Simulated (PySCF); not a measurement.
## Basis and Hamiltonian dependence of the excitation energy of Bi

Bi [Xe] 4f14 5d10 6s2 6p3 (4S) → Bi [Xe] 4f14 5d10 6s1 6p3 7s1 (6S). All values are computed (PySCF 2.14, energy differences of UHF-based or UKS calculations, no spin-orbit coupling). Values in eV.

```json
{"basis": "aug-cc-pwCVDZ-PP with ECP60MDF", "Hamiltonian": "ECP", "functions": "48", "UHF": "11.375", "LDA": "14.025", "PBE0": "13.374", "MP2 (valence)": "12.044", "CCSD(T) (valence)": "12.175"}
{"basis": "aug-cc-pVTZ-PP with ECP60MDF", "Hamiltonian": "ECP", "functions": "55", "UHF": "11.318", "LDA": "14.005", "PBE0": "13.342", "MP2 (valence)": "12.106", "CCSD(T) (valence)": "12.243"}
{"basis": "def2-TZVPPD with the def2 core potential (60 electrons)", "Hamiltonian": "ECP", "functions": "56", "UHF": "11.441", "LDA": "14.074", "PBE0": "13.432", "MP2 (valence)": "12.213", "CCSD(T) (valence)": "12.347"}
{"basis": "aug-cc-pVTZ-PP with one added diffuse shell each of d, f type with ECP60MDF", "Hamiltonian": "ECP", "functions": "67", "UHF": "11.318", "LDA": "14.005", "PBE0": "13.342", "MP2 (valence)": "12.106", "CCSD(T) (valence)": "12.243"}
{"basis": "aug-cc-pVTZ-DK3", "Hamiltonian": "spin-free X2C", "functions": "84", "UHF": "11.329", "LDA": "13.965", "PBE0": "13.330", "MP2 (valence)": "12.112", "CCSD(T) (valence)": "12.248"}
{"basis": "def2-QZVPPD with the def2 core potential (60 electrons)", "Hamiltonian": "ECP", "functions": "88", "UHF": "11.277", "LDA": "13.991", "PBE0": "13.321", "MP2 (valence)": "12.176", "CCSD(T) (valence)": "12.291"}
{"basis": "aug-cc-pVQZ-PP with ECP60MDF", "Hamiltonian": "ECP", "functions": "92", "UHF": "11.252", "LDA": "13.978", "PBE0": "13.304", "MP2 (valence)": "12.157", "CCSD(T) (valence)": "12.271"}
{"basis": "aug-cc-pwCVTZ-PP with ECP60MDF", "Hamiltonian": "ECP", "functions": "96", "UHF": "11.307", "LDA": "14.002", "PBE0": "13.344", "MP2 (valence)": "12.156", "CCSD(T) (valence)": "12.281"}
{"basis": "x2c-TZVPPall with one added diffuse shell each of s, p, d, f type", "Hamiltonian": "spin-free X2C", "functions": "99", "UHF": "11.498", "LDA": "14.096", "PBE0": "13.460", "MP2 (valence)": "12.257", "CCSD(T) (valence)": "12.391"}
{"basis": "aug-cc-pVQZ-PP with one added diffuse shell each of s, p, d, f, g type with ECP60MDF", "Hamiltonian": "ECP", "functions": "117", "UHF": "11.217", "LDA": "13.968", "PBE0": "13.286", "MP2 (valence)": "12.134", "CCSD(T) (valence)": "n/a"}
{"basis": "aug-cc-pVQZ-DK3", "Hamiltonian": "spin-free X2C", "functions": "118", "UHF": "11.259", "LDA": "n/a", "PBE0": "n/a", "MP2 (valence)": "12.149", "CCSD(T) (valence)": "12.264"}
{"basis": "aug-cc-pV5Z-PP with ECP60MDF", "Hamiltonian": "ECP", "functions": "139", "UHF": "11.236", "LDA": "13.972", "PBE0": "13.297", "MP2 (valence)": "12.186", "CCSD(T) (valence)": "n/a"}
```

Frozen in the all-electron rows: valence: [Xe] 4f14 5d10; with a core potential, the same shells as far as they lie outside it.

Spin-orbit coupling is strong in these open shells (close to jj coupling), so the scalar numbers refer to model states. The upper state lies above the first ionisation limit. A Rydberg-like electron needs more diffuse functions than a valence basis has.
